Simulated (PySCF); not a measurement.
C7H10OS, SMILES CC(C)c1ccc(O)s1 (GFN2-xTB optimised geometry):

```
19

C     -2.072    -2.156    -1.264
C     -1.204    -2.172    -0.003
C     -2.080    -2.159     1.251
C     -0.261    -1.013     0.000
C      1.094    -1.013     0.000
C      1.678     0.278     0.000
C      0.746     1.264     0.001
O      0.983     2.593     0.000
S     -0.871     0.621     0.000
H     -1.449    -2.170    -2.155
H     -2.727    -3.024    -1.283
H     -2.685    -1.257    -1.284
H     -0.597    -3.084    -0.002
H     -1.463    -2.174     2.147
H     -2.694    -1.261     1.269
H     -2.735    -3.028     1.264
H      1.677    -1.917    -0.001
H      2.735     0.467     0.000
H      0.154     3.084     0.006
```

Computed with CAM-B3LYP/def2-SVP (PySCF 2.14.0).

What are the frontier orbital energies and the dipole moment?

HOMO-2 -10.56 eV, HOMO-1 -8.34 eV, HOMO -7.00 eV, LUMO 1.43 eV, LUMO+1 1.57 eV; dipole moment 1.19 D.

Meta-Löwdin charges at CAM-B3LYP/def2-SVP: C1 -0.28, C2 -0.04, C3 -0.28, C4 -0.11, C5 -0.14, C6 -0.20, C7 0.11, O8 -0.43, S9 0.16, H10 0.10, H11 0.09, H12 0.09, H13 0.09, H14 0.10, H15 0.09, H16 0.09, H17 0.11, H18 0.12, H19 0.33.
